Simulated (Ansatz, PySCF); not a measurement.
Molecule: SiF3 (charge -1, singlet). It need not be the lowest isomer of its formula. Whether it binds its extra electron was not tested at this geometry. 
Geometry from a B3LYP-D3(BJ)/def2-TZVP (Ansatz, a program for electronic structure) optimisation:
SMILES: F[Si-](F)F
```xyz
4

Si     0.1073    -0.1624     0.5279
F     -0.3705     1.4178     0.2004
F      1.3040    -0.2484    -0.6523
F     -1.1003    -0.9168    -0.3694
```
Charge -1, spin multiplicity 1.

Total electronic energies in hartree. Cores are frozen in the correlated levels unless marked. No spin-orbit coupling. No relativistic terms. CBS(X,Y): correlation extrapolated as X^-3; Hartree-Fock from the larger set. [CCSD(T)-MP2]/basis is that difference in the basis named.

| level | program | energy (Eh) |
|---|---|---|
| HF/cc-pV(D+d)Z | Ansatz | -587.44593 |
| HF/cc-pV(T+d)Z | Ansatz | -587.57944 |
| revPBE-D4/def2-TZVPD | Ansatz + dftd4 | -589.24059 |
| PBE0/6-31G* | Ansatz | -588.78477 |
| PBE0/def2-TZVPD | PySCF | -588.99128 |
| TPSSh-D3(BJ)/def2-TZVPD | PySCF + dftd3 | -589.39828 |
| TPSSh/def2-TZVPD | PySCF | -589.39629 |
| PW6B95-D4/def2-TZVPD | PySCF + dftd4 | -589.97360 |
| B2PLYP/def2-TZVPD | Ansatz | -589.13412 |
| MP2/aug-cc-pV(T+d)Z | Ansatz | -588.50144 |
| RI-MP2/cc-pV(T+d)Z | Ansatz | -588.45630 |
| SCS-MP2/aug-cc-pV(T+d)Z | Ansatz | -588.47762 |
| CCSD/cc-pV(T+d)Z | Ansatz | -588.46105 |
| CCSD(T) with core electrons (1s frozen past Ne)/cc-pwCVTZ | Ansatz | -588.93683 |
| RI-MP2/CBS(aug-cc-pV(T+d)Z,aug-cc-pV(Q+d)Z)+[CCSD(T)-MP2]/aug-cc-pV(T+d)Z | Ansatz | -588.6800 |

Totals of different functionals don't rank their quality; only differences between species are comparable.
